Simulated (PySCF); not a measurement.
Gas-phase reaction: Ga(OH)3 → GaOH + O + H2O, at 1000 K and a standard pressure of 1 bar. Level: PBE0/def2-SVP†.

Method: PySCF energies plus ideal-gas RRHO corrections (1 bar). † marks an energy on the PBE0/def2-TZVP geometry and frequencies. Open shells (unrestricted): O (multiplicity 3, electronic degeneracy 9); the rest are closed-shell singlets. Spin-orbit splitting is ignored; it lowers the true energy and changes the entropy of O. Ga: all electrons, no relativistic terms. Ga(OH)3, GaOH: computed as isolated molecules; such fragments, hydroxides, amides, oligomers or adducts are transient or little studied in the gas. The harmonic model lacks anharmonicity and excited electronic states, which grow with temperature; levels with a mode under 35 cm⁻¹ are left out.

| species | E (Ha) | H(1000 K) − E (kJ/mol) | S°(1000 K) (J/mol/K) |
|---|---|---|---|
| Ga(OH)3 | -2151.49842 | 209.4 | 455.5 |
| GaOH | -2000.06696 | 74.3 | 304.3 |
| O | -74.92490 | 20.8 | 186.9 |
| H2O | -76.27625 | 92.1 | 232.2 |
E: electronic energy; H − E holds the zero-point and thermal terms. 1 Ha = 2625.5 kJ/mol.

Work out ΔH°, ΔS°, ΔG° and log10 K from these numbers.

1. ΔE = 1×(-2000.06696) + 1×(-74.92490) + 1×(-76.27625) − 1×(-2151.49842) = 0.23031 Ha = 604.7 kJ.
2. Δ(H − E) = 1×(74.3) + 1×(20.8) + 1×(92.1) − 1×(209.4) = -22.2 kJ, so ΔH° = 582.5 kJ.
3. ΔS° = 1×(304.3) + 1×(186.9) + 1×(232.2) − 1×(455.5) = 267.9 J/K; the number of gas molecules changes by +2.
4. ΔG° = ΔH° − TΔS° = 582.5 − 1000×(267.9)/1000 = 314.6 kJ.
5. log10 K = −ΔG°/(RT ln 10) = -16.44, with RT ln 10 = 19.14 kJ/mol; at standard pressures the reactants are favoured.
6. A shift of 10 kJ in ΔE would move log10 K by 0.52 here.
For scale, ΔH°(298 K) is 592 kJ at this level, 589 kJ at ωB97M-V/def2-TZVP†, and runs from 347 to 871 kJ over the 19 levels computed.
